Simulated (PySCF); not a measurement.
Species: C8H7F3S.
Numbering: `[CH2:1]=[C:2]([CH3:3])[C:4](=[S:5])[C:6]#[C:7][CH2:8][C:9]([F:10])([F:11])[F:12]` (hydrogens: H13, H14 on C1; H15, H16, H17 on C3; H18, H19 on C8)

Structure used (PBE0-D3(BJ)/def2-SVP), in Å, numbered top down from 1:
```xyz
19
C8H7F3S angstrom
C     -1.647    0.712   -0.773
C     -2.001   -0.412   -0.119
C     -3.417   -0.887   -0.046
C     -0.969   -1.222    0.561
S     -1.308   -2.600    1.391
C      0.382   -0.775    0.489
C      1.534   -0.392    0.430
C      2.885    0.121    0.325
C      2.981    1.310   -0.613
F      4.231    1.772   -0.645
F      2.633    0.980   -1.856
F      2.186    2.307   -0.222
H     -2.399    1.321   -1.280
H     -0.609    1.051   -0.815
H     -3.511   -1.898   -0.471
H     -4.086   -0.204   -0.587
H     -3.748   -0.966    1.001
H      3.260    0.442    1.310
H      3.576   -0.653   -0.047
```

The calculation used PBE0-D3(BJ)/def2-SVP geometry optimisation, gas phase (PySCF 2.14.0).

Masses are those of the commonest isotopes; rigid-rotor values at the optimised geometry. The values belong to one conformer with, in the numbering `[CH2:1]=[C:2]([CH3:3])[C:4](=[S:5])[C:6]#[C:7][CH2:8][C:9]([F:10])([F:11])[F:12]`, C1–C2–C4–S5 180°.

Problem. What are A, B and C (MHz)?

Solution. Ia = 301.02, Ib = 1462.96, Ic = 1669.27 u·Å²; 505379 MHz·u·Å²/I gives A = 1679, B = 345.4, C = 302.8 MHz.

Problem. Classify the top.

Solution. A near-prolate asymmetric top; Ray's κ = -0.938.

Problem. Is it planar, by Δ = Ic − Ia − Ib?

Solution. Not planar: Δ = Ic − Ia − Ib = -94.72 u·Å². For a rigid frame Δ = −2 Σ m c², so Σ m c² = 47.36 u·Å² lies off the ab plane: 3.21 from hydrogen and 44.15 from heavier atoms. The atom farthest from that plane is 1.18 Å away.

Problem. Give the other two planar moments, Paa and Pbb, and the rms extents of the mass along the axes.

Solution. Paa = Σ m a² = (Ib + Ic − Ia)/2 = 1415.61 and Pbb = Σ m b² = (Ia + Ic − Ib)/2 = 253.66 u·Å². With the mass M = 192.02 u, the rms extents √(P/M) along a, b and c are 2.72, 1.15, 0.50 Å.

Problem. Where do the levels up to J = 2 lie, in MHz?

Solution. Above 0(0,0):
J = 1: 1(0,1) 648, 1(1,1) 1982, 1(1,0) 2024
J = 2: 2(0,2) 1944, 2(1,2) 3235, 2(1,1) 3363, 2(2,1) 7364, 2(2,0) 7365

Problem. Predict some low-J microwave lines.

Solution. The dipole components are |μa| = 0.90 D, |μb| = 0.63 D, |μc| = 0.23 D. Intensities carry the squares of the components, which stand as 1.00 : 0.49 : 0.07 (a : b : c). Some lines, for components of 0.1 D or more:

```tsv
type	branch	J(Ka,Kc)	MHz	lower level (cm⁻¹)
a	R	1(0,1) ← 0(0,0)	648	0.000
a	R	2(1,2) ← 1(1,1)	1254	0.066
c	Q	2(1,2) ← 2(0,2)	1292	0.065
a	R	2(0,2) ← 1(0,1)	1295	0.022
c	Q	1(1,1) ← 1(0,1)	1333	0.022
a	R	2(1,1) ← 1(1,0)	1339	0.068
b	Q	1(1,0) ← 1(0,1)	1376	0.022
b	Q	2(1,1) ← 2(0,2)	1420	0.065
b	R	1(1,1) ← 0(0,0)	1982	0.000
c	R	1(1,0) ← 0(0,0)	2024	0.000
b	R	2(1,2) ← 1(0,1)	2587	0.022
c	R	2(1,1) ← 1(0,1)	2715	0.022
c	Q	2(2,1) ← 2(1,1)	4000	0.112
b	Q	2(2,0) ← 2(1,1)	4001	0.112
b	Q	2(2,1) ← 2(1,2)	4128	0.108
b	R	2(2,1) ← 1(1,0)	5339	0.068
c	R	2(2,0) ← 1(1,0)	5340	0.068
c	R	2(2,1) ← 1(1,1)	5382	0.066
b	R	2(2,0) ← 1(1,1)	5383	0.066
```

No frequency check. Zero-point vibration and centrifugal distortion are left out. A rigid rotor knows nothing of internal rotation, which can split or shift real lines.
